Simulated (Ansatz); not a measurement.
Cost and result for the atomization energy of CHBClF3O (`FC(F)(F)OBCl`) (8 atoms, 7 bonds).

```xyz
8

F     0.598   -0.406   -1.595
C    -0.207    0.428   -0.947
F    -1.442   -0.060   -0.991
F    -0.195    1.592   -1.573
O     0.206    0.634    0.330
B     0.338   -0.299    1.315
Cl   -0.016   -1.988    1.096
H     0.717    0.099    2.366
```

Charge 0, multiplicity 1. The geometry is a stationary point of PBE0-D4/def2-TZVP. It is one conformer, not always the lowest. Program: Ansatz. Hardware: A = 2 threads of an AMD EPYC 7R13 on a shared host; B = 2 threads of an AMD EPYC 7R13 on a shared host and a share of an NVIDIA H100 80 GB. Times are those of one run each, without the atoms' runs, and a repeat can differ threefold. Electronic energies, without spin–orbit coupling; frozen cores. CCSD(T)/CBS adds CCSD(T) − MP2 in def2-TZVPP to the MP2 limit, and its time is that of the two runs behind it. T1 = 0.012. B3LYP takes the VWN-RPA correlation (the form of Gaussian; ORCA's B3LYP/G).

CCSD(T)/CBS is a level of theory with its own doubt, some kJ/mol a heavy atom from the limit and from the frozen cores, so smaller differences don't rank the functionals.

```csv
level,functions,wall time
PBE-D4/def2-TZVPP (with forces) [A],242,3.3 s
PBE0-D4/def2-TZVPP [A],242,4.2 s
CCSD(T)/def2-TZVPP [B],242,4.7 s
r2SCAN-D4/def2-TZVPP (with forces) [A],242,6 s
B3LYP-D4/def2-TZVPP (with forces) [A],242,6.5 s
MP2/def2-QZVPP [B],442,7 s
B2PLYP/def2-TZVPP [A],242,8 s
ωB97X-V/def2-TZVPP [A],242,10 s
CCSD(T)/CBS(def2),–,12 s
ωB97M-V/def2-TZVPP (with forces) [A],242,14 s
```

Task: What atomization energy does each give, and how far from CCSD(T)/CBS? (Best estimate.)

Result: The calculation gave: 
```
                                 level  atomization (kJ/mol)  difference from CCSD(T)/CBS  per bond
   PBE-D4/def2-TZVPP (with forces) [A]                3429.9                        158.7      22.7
                PBE0-D4/def2-TZVPP [A]                3305.3                         34.1       4.9
                CCSD(T)/def2-TZVPP [B]                3179.0                        -92.2     -13.2
r2SCAN-D4/def2-TZVPP (with forces) [A]                3325.1                         53.9       7.7
 B3LYP-D4/def2-TZVPP (with forces) [A]                3251.8                        -19.4      -2.8
                    MP2/def2-QZVPP [B]                3405.4                        134.2      19.2
                 B2PLYP/def2-TZVPP [A]                3239.9                        -31.3      -4.5
                ωB97X-V/def2-TZVPP [A]                3296.3                         25.1       3.6
                     CCSD(T)/CBS(def2)                3271.2                          0.0       0.0
  ωB97M-V/def2-TZVPP (with forces) [A]                3306.9                         35.7       5.1
```

From PBE to PBE0 (25 % exact exchange), in def2-TZVPP and without D4, the atomization energy moves by −121.8 kJ/mol: exact exchange takes away binding that semilocal exchange gives to molecules. In def2-TZVPP, CCSD(T) changes the Hartree–Fock value by +889.4 kJ/mol (the triples alone add +74.3 kJ/mol) and MP2 by +1061.4 kJ/mol; breaking electron pairs costs correlation energy, which Hartree–Fock lacks. The D4 term adds +28.3 kJ/mol with B3LYP and +14.7 kJ/mol with PBE0; it sums over pairs of atoms, weighted by their polarisabilities, and B3LYP, whose exchange is more repulsive, gets the larger term.
